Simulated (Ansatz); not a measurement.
Process, species as SMILES: I[B]I → I[B]I as singlet, charge +1 + e-
Geometries: B3LYP-D3(BJ)/def2-TZVP minima from Ansatz (a program for electronic structure). A spin state is the lowest found, not a proven ground state.

Quantity: adiabatic ionisation energy (electronic energy difference), in eV. Cores are frozen in the correlated levels unless marked. Open shells are spin-unrestricted. No spin-orbit coupling. The frozen core is the preceding noble-gas configuration, with the filled d and f shells of earlier blocks. In def2 rows, elements after Kr have scalar-relativistic effective core potentials. STO-3G rows are all-electron and non-relativistic. CBS(X,Y): correlation extrapolated as X^-3; Hartree-Fock from the larger set. The bracket is a focal-point correction in the basis named.

```json
[
 {"level": "HF/def2-QZVPPD", "program": "Ansatz", "adiabatic ionisation energy (eV)": "6.73"}
]
```

What does RI-MP2/CBS(def2-TZVPPD,def2-QZVPPD)+[CCSD(T)-MP2]/def2-TZVPPD (Ansatz) give?

6.79 eV, so HF/def2-QZVPPD differs from it by -0.06 eV.
